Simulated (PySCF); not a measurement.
# NMR data sheet: C7H11FN2Si

| Quantity | Value |
| --- | --- |
| Formula | C7H11FN2Si |
| SMILES | C[Si](C)(C)c1cc(F)cnn1 |
| InChI | InChI=1S/C7H11FN2Si/c1-11(2,3)7-4-6(8)5-9-10-7/h4-5H,1-3H3 |
| Point group of the computed structure | C1 |
| Degrees of unsaturation | 4 |
| Carbon signals | 5 |
| Proton signals | 3 |

Mapped SMILES: `[CH3:1][Si:2]([CH3:3])([CH3:4])[c:5]1[cH:6][c:7]([F:8])[cH:9][n:10][n:11]1`. Hydrogens are named by the atom that carries them.

PySCF 2.14.0 with density-fitted response routines calculation with shieldings: GIAO PBE0/pcSseg-1 and GFN2-xTB geometry; gas phase, one conformer, one averaged value for each set of equivalent atoms, non-relativistic Hamiltonian.

Shifts are taken against calculated references (same method and geometry level): $^{1}$H (31.72 ppm), $^{13}$C (186.93 ppm), $^{29}$Si (349.16 ppm) against TMS; $^{19}$F (170.95 ppm) against CFCl3; $^{15}$N (267.73 ppm) vs NH3.

| carbon | δC, type | δH (multiplicity) | HMBC from (2–3 bonds) | span of the C tensor (ppm) |
| --- | --- | --- | --- | --- |
| C1/C3/C4 | -1.3, CH3 | 0.46 (s) | H(C1)/H(C3)/H(C4) | 10 |
| C5 | 175.2, C | – | H(C6), H(C1)/H(C3)/H(C4) | 249 |
| C6 | 121.0, CH | 7.29 (m) | H(C9) | 208 |
| C7 | 171.7, C | – | H(C9), H(C6) | 168 |
| C9 | 145.0, CH | 9.47 (m) | H(C6) | 211 |

Other nuclei:
```
atoms    nucleus                  environment  δ (ppm)  σ (ppm)
   F8   $^{19}$F                aryl fluorine   -127.3    298.3
  Si2  $^{29}$Si        silicon bonded to 4 C     -2.9    352.1
  N10   $^{15}$N  pyridine-type ring nitrogen    478.3   -210.6
  N11   $^{15}$N  pyridine-type ring nitrogen    473.3   -205.6
```

- Carbon types of the structure: 2 × C, 2 × CH, 3 × CH3, which accounts for all hydrogens.
- δC 175.2: substituted aromatic carbon next to a ring nitrogen.
- δC 171.7: aromatic carbon bearing fluorine; σ withdrawal by the attached heteroatom moves it downfield of the ring CH carbons.
- δC 145.0: aromatic CH next to a ring nitrogen; the adjacent pyridine-type nitrogen withdraws density from it.
- δC 121.0: aromatic CH.
- δH 9.47: hydrogen on an aromatic CH next to a ring nitrogen; ring current plus the neighbouring ring nitrogen.

Splittings by $^{19}$F in the carbon and heteronuclear signals aren't shown, as no couplings were computed. Shifts are as computed. Against solution values, carbons near 30 ppm lie about +3 ppm off and those near 130 ppm about +5 ppm. Of 1211 compounds with measured shifts, 218 miss one by over three times the rms of a fit or turn the order of signals round; such compounds aren't used in these exercises. Unscaled 19F shifts against computed CFCl3 carry errors that often reach 10 to 50 ppm. Experimental scales use liquid or dissolved standards, which lie at an offset from isolated NH3 (liquid NH3: subtract about 20 ppm). Unscaled 15N shifts of sp2 nitrogen come out 20 to 40 ppm too high even then. No couplings were computed; multiplicities are counted from neighbouring protons, with m where these are inequivalent, close in shift, in a saturated or five-membered ring or joined by F or P, and br s for small geminal =CH2 splittings.
